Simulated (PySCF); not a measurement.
H6GeSi, charge -1, doublet, at the geometry of the source list (a state made from the parent by changing its charge; the spin is typed, not shown lowest) (in this run its highest filled SCF level lies above zero, so its values depend strongly on the basis, on diffuse functions most of all). Base run: PySCF with SVWN5/STO-3G.

Geometry (Å):
```xyz
8

Si    -1.2111     0.1233     0.0217
Ge     1.1056    -0.1082    -0.0201
H     -1.7815    -0.7098     1.0810
H     -1.5822     1.5163     0.2667
H     -1.7757    -0.2952    -1.2621
H      1.6110    -1.4255    -0.5414
H      1.8458     0.8932    -0.8584
H      1.7882     0.0060     1.3126
```
Charge -1, spin multiplicity 2.
Orbitals are unrestricted.
All else is at PySCF's defaults.
Base energy -2337.85310 Eh.

The base run was repeated with changes; each row names its change, and settings that it needs were set with it.

```json
[
 {"change": "base", "ΔE vs base (mEh)": "0.000", "grid points": "98672", "electrons on the grid": "53.00000", "outcome": "converged"},
 {"change": "small_rho_cutoff = 0", "ΔE vs base (mEh)": "0.000", "grid points": "98672", "electrons on the grid": "53.00000", "outcome": "converged"},
 {"change": "grids.level = 5", "ΔE vs base (mEh)": "0.000", "grid points": "229528", "electrons on the grid": "53.00000", "outcome": "converged"},
 {"change": "grids.becke_scheme = stratmann", "ΔE vs base (mEh)": "0.002", "grid points": "98672", "electrons on the grid": "53.00000", "outcome": "converged"},
 {"change": "grids.level = 2", "ΔE vs base (mEh)": "-0.002", "grid points": "57200", "electrons on the grid": "53.00001", "outcome": "converged"},
 {"change": "grids.prune = dft.gen_grid.sg1_prune", "ΔE vs base (mEh)": "-", "grid points": "-", "electrons on the grid": "-", "outcome": "input refused"},
 {"change": "grids.atom_grid = (75, 302)", "ΔE vs base (mEh)": "-0.002", "grid points": "115936", "electrons on the grid": "53.00001", "outcome": "converged"},
 {"change": "grids.level = 0", "ΔE vs base (mEh)": "-41.715", "grid points": "7792", "electrons on the grid": "53.00156", "outcome": "converged"},
 {"change": "grids.atom_grid = (150, 974)", "ΔE vs base (mEh)": "0.000", "grid points": "644880", "electrons on the grid": "53.00000", "outcome": "converged"},
 {"change": "grids.level = 4", "ΔE vs base (mEh)": "0.001", "grid points": "153352", "electrons on the grid": "53.00000", "outcome": "converged"},
 {"change": "grids.atom_grid = (50, 194)", "ΔE vs base (mEh)": "-0.033", "grid points": "52560", "electrons on the grid": "52.99998", "outcome": "converged"}
]
```

Open shells are given as the SCF converged; they aren't shown to be the lowest states, and a large step between rows can be another state.

- grids.prune = dft.gen_grid.sg1_prune: ended with `IndexError: index 32 is out of bounds for axis 0 with size 19`
